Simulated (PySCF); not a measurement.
Radial density of F⁺ (fluorine, charge +1)

MN15, [He] 2s2 2p3 3s1, high-spin 5S determinant (an excited configuration). All numbers are calculated (PySCF 2.14, scalar relativity by spin-free X2C-1e, in aug-cc-pVQZ-DK (6s5p4d3f2g, 80 functions)).

| r (bohr) | 4πr²ρ (e/bohr) | 4πr²(ρα − ρβ) |
| --- | --- | --- |
| 0.00279 | 0.04584 | -0.0001 |
| 0.00469 | 0.1221 | -0.0001 |
| 0.00790 | 0.3204 | -0.0003 |
| 0.0133 | 0.8121 | -0.0006 |
| 0.0223 | 1.935 | -0.0008 |
| 0.0376 | 4.137 | 0.0014 |
| 0.0632 | 7.377 | 0.0193 |
| 0.106 | 9.726 | 0.1106 |
| 0.179 | 7.958 | 0.4612 |
| 0.301 | 4.225 | 1.4857 |
| 0.506 | 4.748 | 2.9554 |
| 0.851 | 4.952 | 2.7711 |
| 1.43 | 1.630 | 0.9400 |
| 2.41 | 0.4577 | 0.4246 |
| 4.05 | 0.2210 | 0.2209 |
| 6.81 | 0.003715 | 0.0037 |

Densities and radii are taken from the X2C orbitals without a picture-change correction, which distorts them close to the nucleus.

The outer electron is Rydberg-like, and this basis confines it to a smaller radius and binds it less than a complete one would.
